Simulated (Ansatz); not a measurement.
C2H3N3 (SMILES c1nc[nH]n1), singlet, geometry from GFN2-xTB. Base run: PBE0/def2-SVP (Ansatz, a program for electronic structure).

The Ansatz input:
Ansatz 0.2 input:
```yaml
crystal:
  periodic: [false, false, false]
  atoms:
    - {symbol: C, position_ang: [1.11923740, -0.03272439, -0.00697492]}
    - {symbol: N, position_ang: [0.42204774, 1.12248960, 0.01417623]}
    - {symbol: C, position_ang: [-0.82487582, 0.72748791, 0.01555713]}
    - {symbol: N, position_ang: [-0.87641108, -0.61852814, -0.00407798]}
    - {symbol: N, position_ang: [0.36888823, -1.10715438, -0.01853564]}
    - {symbol: H, position_ang: [2.18839575, -0.06992044, -0.01372567]}
    - {symbol: H, position_ang: [-1.68578985, 1.36316596, 0.02996358]}
    - {symbol: H, position_ang: [-1.67044963, -1.23947616, -0.00866946]}
basis:
  gaussian:
    orbitals: def2-SVP
hamiltonian:
  xc: pbe0
```

Each row names what was changed in the base input (with any setting that the change needs).

```tsv
change	ΔE vs base (mEh)
base	0.000
final_grid = 4, 8, 17	___
final_grid = 10, 20, 41	0.000
fitting.mean_field = def2-universal-JKFIT	-0.005
lower_state_search = off	0.000
accuracy = high	-0.008
nuclear_model = gaussian	0.025
point_charge = charge:-1.0 position_ang:-4.9946, -1.93, 0.7993	-19.554
lower_state_search = light	0.000
lower_state_search = full	0.000
point_charge = charge:0.5 position_ang:-3.073, -3.9523, -1.9251	4.720
```

Question: What belongs in the gaps?

Answer: 
- final_grid = 4, 8, 17, ΔE vs base (mEh): 0.228
